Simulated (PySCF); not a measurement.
Cl2Se (SMILES Cl[Se]Cl), singlet, geometry from GFN2-xTB; O3LYP/def2-SVP (PySCF).

The PySCF input:
```python
from pyscf import gto, scf, dft

mol = gto.Mole()
mol.atom = '''
    Se    0.00136488    0.00124916    0.68646471
    Cl    1.04133364    1.25945705   -0.69083200
    Cl   -1.04406340   -1.26195537   -0.68209743
'''
mol.basis = 'def2-svp'
mol.verbose = 4
mol.build()

mf = dft.RKS(mol)
mf.xc = 'o3lyp'
mf.kernel()
```

What the program printed (banner, timings and long lists left out):

```
PySCF version 2.14.0

[INPUT] verbose = 4
[INPUT] num. atoms = 3
[INPUT] num. electrons = 68
[INPUT] charge = 0
[INPUT] spin (= nelec alpha-beta = 2S) = 0
[INPUT] symmetry False subgroup None
[INPUT] Mole.unit = angstrom
[INPUT] Symbol           X                Y                Z      unit          X                Y                Z       unit  Magmom
[INPUT]  1 Se     0.001364880000   0.001249160000   0.686464710000 AA    0.002579249393   0.002360570286   1.297230296079 Bohr   0.0
[INPUT]  2 Cl     1.041333640000   1.259457050000  -0.690832000000 AA    1.967835383896   2.380028890153  -1.305483278086 Bohr   0.0
[INPUT]  3 Cl    -1.044063400000  -1.261955370000  -0.682097430000 AA   -1.972993882682  -2.384750030724  -1.288977332970 Bohr   0.0

nuclear repulsion = 333.157630081778
number of shells = 28
number of NR pGTOs = 146
number of NR cGTOs = 68
basis = def2-svp
ecp = {}

******** <class 'pyscf.dft.rks.RKS'> ********
method = RKS
initial guess = minao
damping factor = 0
level_shift factor = 0
DIIS = <class 'pyscf.scf.diis.CDIIS'>
diis_start_cycle = 1
diis_space = 8
diis_damp = 0
SCF conv_tol = 1e-09
SCF conv_tol_grad = None
SCF max_cycles = 50
direct_scf = True
direct_scf_tol = 1e-13
XC library pyscf.dft.libxc version 7.1.2
    S. Lehtola, C. Steigemann, M. J. T. Oliveira, and M. A. L. Marques,  SoftwareX 7, 1–5 (2018)
XC functionals = o3lyp
    W.-M. Hoe, A. J. Cohen, and N. C. Handy,  Chem. Phys. Lett. 341, 319–328 (2001)
    A. J. Cohen and N. C. Handy,  Mol. Phys. 99, 607 (2001)
radial grids:
    Treutler-Ahlrichs [JCP 102, 346 (1995); DOI:10.1063/1.469408] (M4) radial grids

becke partition: Becke, JCP 88, 2547 (1988); DOI:10.1063/1.454033
pruning grids: <function nwchem_prune>
grids dens level: 3
symmetrized grids: False
atomic radii adjust function: <function treutler_atomic_radii_adjust>
small_rho_cutoff = 0
Set gradient conv threshold to 3.16228e-05
Initial guess from minao.
tot grids = 58184
init E= -3321.23660208519
  HOMO = -0.233991566458132  LUMO = -0.121194907209019  gap/eV = 3.06935
cycle= 1 E= -3321.84210442136  delta_E= -0.606  |g|= 0.293  |ddm|= 2.17
  HOMO = -0.234119184237591  LUMO = -0.111565073858434  gap/eV = 3.33487
cycle= 2 E= -3321.79025717745  delta_E= 0.0518  |g|= 0.519  |ddm|= 0.93
  HOMO = -0.219336231488886  LUMO = -0.0937919972058263  gap/eV = 3.41623
cycle= 3 E= -3321.86789467311  delta_E= -0.0776  |g|= 0.0288  |ddm|= 0.62
  HOMO = -0.223133938013008  LUMO = -0.0960517023082832  gap/eV = 3.45808
cycle= 4 E= -3321.86803075569  delta_E= -0.000136  |g|= 0.00759  |ddm|= 0.0372
  HOMO = -0.223350888804239  LUMO = -0.096024329309329  gap/eV = 3.46473
cycle= 5 E= -3321.86803785654  delta_E= -7.1e-06  |g|= 0.00148  |ddm|= 0.00613
  HOMO = -0.223141760073624  LUMO = -0.0958141304288871  gap/eV = 3.46476
cycle= 6 E= -3321.86803859633  delta_E= -7.4e-07  |g|= 0.000178  |ddm|= 0.00201
  HOMO = -0.223138995135294  LUMO = -0.0958222310201089  gap/eV = 3.46447
cycle= 7 E= -3321.86803860376  delta_E= -7.43e-09  |g|= 6.75e-05  |ddm|= 0.000256
  HOMO = -0.223138390823964  LUMO = -0.095818384096968  gap/eV = 3.46455
cycle= 8 E= -3321.86803860535  delta_E= -1.59e-09  |g|= 6.86e-06  |ddm|= 9.9e-05
  HOMO = -0.223139401489909  LUMO = -0.0958195410028506  gap/eV = 3.46455
cycle= 9 E= -3321.86803860537  delta_E= -1.96e-11  |g|= 1.05e-06  |ddm|= 9.46e-06
  HOMO = -0.223139380726136  LUMO = -0.0958195043502723  gap/eV = 3.46455
Extra cycle  E= -3321.86803860536  delta_E= 7.28e-12  |g|= 8.72e-07  |ddm|= 2e-06
converged SCF energy = -3321.86803860536
```
